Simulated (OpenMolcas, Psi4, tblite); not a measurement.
## How methods differ on GaF (SMILES [F][Ga])

The species is GaF (2 atoms), meant as a singlet with charge 0. As SMILES, `[F][Ga]`. The coordinates come from a PBE0-D4/def2-TZVP relaxation.

```jsonl
{"atom": "F", "x (Å)": "0.0000", "y (Å)": "0.0000", "z (Å)": "0.0063"}
{"atom": "Ga", "x (Å)": "0.0000", "y (Å)": "0.0000", "z (Å)": "1.7929"}
```

Quantity: the dipole moment, in D. The values are calculated.

```
             level                    kind     program  value (D)
          GFN2-xTB          semi-empirical      tblite       3.52
    HF/def2-TZVPPD            Hartree–Fock  OpenMolcas       2.33
 SVWN5/def2-TZVPPD                     LDA  OpenMolcas       2.27
revPBE/def2-TZVPPD                     GGA  OpenMolcas       2.17
r2SCAN/def2-TZVPPD                meta-GGA  OpenMolcas       2.16
M06-2X/def2-TZVPPD         hybrid meta-GGA  OpenMolcas       2.28
 HSE06/def2-TZVPPD  range-separated hybrid        Psi4       2.34
```

All-electron rows without a relativistic Hamiltonian named are non-relativistic. The values span 2.16 to 3.52 D.
